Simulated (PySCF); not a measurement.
**Spin states of AlPb**

Unrestricted PBE0; PySCF, scalar-relativistic core potentials, basis sets Al cc-pV(D+d)Z, Pb cc-pVDZ-PP with ECP60. Outer shells of the fragments: Al 3s2 3p1; Pb 5d10 6s2 6p2.

Followed along the bond (rough minima from three points):

| 2Ms+1 | unpaired | ⟨S²⟩ at the start | R at minimum (Å) | Te (eV) |
| --- | --- | --- | --- | --- |
| 4 | σ ↑, π ↑↑ | 3.75 | 2.72 | 0.00 |
| 2 | σ ↓, π ↑↑ | 1.77 | 2.70 | 0.32 |
| 2 | σ ↑, π ↑↓ | 1.76 | 2.72 | 0.36 |
| 2 | σ ↑ | 0.76 | 2.74 | 0.92 |
| 2 | π ↑ | 0.78 | 2.56 | 1.06 |

Solutions found at the starting distance of 2.590 Å, counted from the lowest of them; the search is not exhaustive and high or unbound solutions are not listed, so other states can lie among these:

| 2Ms+1 | unpaired | term | E (eV) | ⟨S²⟩ | ⟨Lz²⟩ | μ (D) |
| --- | --- | --- | --- | --- | --- | --- |
| 4 | σ ↑, π ↑↑ | ⁴Σ⁻ | 0.00 | 3.75 | 0.00 | -0.29 |
| 2 | σ ↓, π ↑↑ | mixed | 0.30 | 1.77 | 0.00 | -0.32 |
| 2 | σ ↑, π ↑↓ | mixed | 0.36 | 1.76 | 2.01 | -0.17 |
| 2 | σ ↑ | mixed | 0.93 | 0.76 | 2.00 | 0.04 |
| 2 | π ↑ | ²Π | 1.02 | 0.78 | 1.00 | -0.74 |
| 2 | π ↑ | ²Π | 1.11 | 0.75 | 1.00 | 1.01 |
| 4 | π ↑↑↑ | ⁴Π | 2.19 | 3.76 | 1.01 | 0.22 |
| 4 | σ ↑, π ↑↑ | mixed | 2.33 | 3.76 | 2.01 | 1.90 |

A term symbol is given only where ⟨S²⟩ and ⟨Lz²⟩ are close to those of a pure state; real π, δ and φ orbitals otherwise mix terms. A positive dipole means Al(−)Pb(+).

These are scalar-relativistic numbers at best; spin–orbit coupling would shift them, the dissociation energy most.
